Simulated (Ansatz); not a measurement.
`[O]=[Nb]([OH])([F])[Cl]` + `[F][In]([Cl])[SeH]` → `[O]=[Nb]([OH])([F])[F]` + `[Cl][In]([Cl])[SeH]`  (redistribution)

Program: Ansatz. Geometries: PBE0-D4/def2-TZVP. ΔE: electronic, gas phase. CCSD(T)/CBS adds triple-zeta CCSD(T) − MP2 to the extrapolated MP2 energy (def2 sets, frozen cores). DFT in def2-TZVPP. B3LYP here is the variant with VWN-RPA as its local correlation; programs differ in this. HSE06 is defined as in plane-wave codes. Elements past krypton have def2 core potentials. For In, Nb, Se outer-core shells are correlated without core-valence functions, which leaves a few kJ/mol of doubt a bond. Scalar relativity is left out up to krypton. One conformer a species, not always the lowest.

Problem. Is it downhill or uphill in electronic energy at CCSD(T)/CBS, and by how much? (Best estimate.)

Solution. Ansatz gave: Downhill: ΔE = -62.6 kJ/mol.

Problem. What do these levels give: B3LYP-D4, B2PLYP, r2SCAN, HSE06, LC-ωPBE, SCS-MP2/def2-QZVPP? (Best estimate.)

Solution. Computed: B3LYP-D4 -67.0, B2PLYP -64.2, r2SCAN -66.6, HSE06 -68.9, LC-ωPBE -71.5, SCS-MP2/def2-QZVPP -60.2 kJ/mol.

Largest T1 diagnostic among the species: 0.022, so the coupled-cluster value is less sure than usual.

At CCSD(T), def2-SVP lies −9.5 kJ/mol from the extrapolated value and def2-TZVPP −3.2 kJ/mol. In def2-TZVPP, CCSD(T) changes the Hartree–Fock value by +12.3 kJ/mol (the triples alone add +3.7 kJ/mol) and MP2 by +17.3 kJ/mol. Leaving LDA and LC-ωPBE aside and taking each functional with its dispersion term where it has one, the values, not all of them listed here, spread over 9.2 kJ/mol, from BHLYP-D4 to BLYP-D4. LDA lies −3.6 kJ/mol from PBE without D4.
